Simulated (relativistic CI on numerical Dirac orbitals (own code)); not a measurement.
Forbidden transitions in Er27+

Method of calculation: Dirac-Coulomb-Breit CI, orbitals from a KLI potential per configuration, a model potential for QED, unscaled Slater integrals (own radial code, finite nucleus).

Configuration list (outside the closed core [Ar] 3d10): 4s2 4p6 4d5, 4s2 4p5 4d6, 4s2 4p6 4d4 4f, 4s 4p6 4d5 4f, 4p6 4d7, 4p5 4d8, 4s2 4p6 4d3 5s2, 4s2 4p6 4d2 4f 5s2, 4s 4p6 4d3 4f 5s2. Double excitations out of closed p, d and f shells are left out; levels of such configurations are missing from the list, as are those of other unlisted configurations, and high levels can miss mixing partners.

```csv
λ vac (nm),Lower,Upper,Type,A (s⁻¹),log gf
66.232,4s2 4p6 4d5 6S_5/2 [1],4s2 4p6 4d5 2D_5/2 [10],M1,2.44e+03,-6.02
77.203,4s2 4p6 4d5 6S_5/2 [2],4s2 4p6 4d5 4P_3/2 [17],M1,8.73e+03,-5.51
79.203,4s2 4p6 4d5 4G_7/2 [3],4s2 4p6 4d5 4F_5/2 [21],M1,7.81e+03,-5.36
85.809,4s2 4p6 4d5 4G_7/2 [3],4s2 4p6 4d5 2H_9/2 [19],M1,3.29e+03,-5.44
90.377,4s2 4p6 4d5 4G_11/2 [5],4s2 4p6 4d5 2H_9/2 [19],M1,3.59e+03,-5.36
98.802,4s2 4p6 4d5 4G_7/2 [3],4s2 4p6 4d5 2F_5/2 [18],M1,3.19e+03,-5.55
99.599,4s2 4p6 4d5 4G_9/2 [6],4s2 4p6 4d5 2H_9/2 [19],M1,1.01e+04,-4.83
103.07,4s2 4p6 4d5 6S_5/2 [1],4s2 4p6 4d5 4D_3/2 [4],M1,1.37e+04,-5.06
106.74,4s2 4p6 4d5 6S_5/2 [1],4s2 4p6 4d5 4G_7/2 [3],M1,3.59e+03,-5.31
107.79,4s2 4p6 4d5 6S_5/2 [2],4s2 4p6 4d5 2D_5/2 [10],M1,1.65e+04,-4.76
110.23,4s2 4p6 4d5 4D_3/2 [4],4s2 4p6 4d5 4P_3/2 [17],M1,1.10e+04,-5.10
113.83,4s2 4p6 4d5 4G_11/2 [5],4s2 4p6 4d5 2I_13/2 [16],M1,1.52e+03,-5.38
117.94,4s2 4p6 4d5 4G_7/2 [3],4s2 4p6 4d5 4G_9/2 [14],M1,3.68e+03,-5.11
124.41,4s2 4p6 4d5 4D_5/2 [7],4s2 4p6 4d5 2F_5/2 [18],M1,6.97e+03,-5.01
126.74,4s2 4p6 4d5 4G_11/2 [5],4s2 4p6 4d5 4G_9/2 [14],M1,2.52e+03,-5.22
134.62,4s2 4p6 4d5 4G_7/2 [3],4s2 4p6 4d5 4D_7/2 [12],M1,3.41e+03,-5.13
139.43,4s2 4p6 4d5 4G_11/2 [5],4s2 4p6 4d5 2I_11/2 [13],M1,6.19e+03,-4.66
171.79,4s2 4p6 4d5 6S_5/2 [1],4s2 4p6 4d5 6S_5/2 [2],M1,7.08e+03,-4.73
171.97,4s2 4p6 4d5 4G_9/2 [6],4s2 4p6 4d5 4D_7/2 [12],M1,2.63e+03,-5.03
177.59,4s2 4p6 4d5 6S_5/2 [2],4s2 4p6 4d5 4D_5/2 [7],M1,3.84e+03,-4.96
```

Terms are leading LS components. Brackets give the number of a level in order of energy, since labels repeat. The list gives strong lines, with weight on those to low levels, among the lowest 200 of 1946 levels, so that lines to higher ones, which can be the strongest, are missing. Levels whose partners in the same complex of configurations lie outside the list can be far off, and so can their lines. Rates are taken at the computed energies, electric ones in the length gauge.

At this charge energies of transitions that change n are usually good to better than 1 %, and those within a shell (Δn = 0) to a few per cent. Terms inside the open d or f shell come out 10 to 20 % too wide with unscaled integrals.

LS names give the leading component of a level, which can be under half, so a name can repeat, a term be missing and a line seem to break the LS rules.
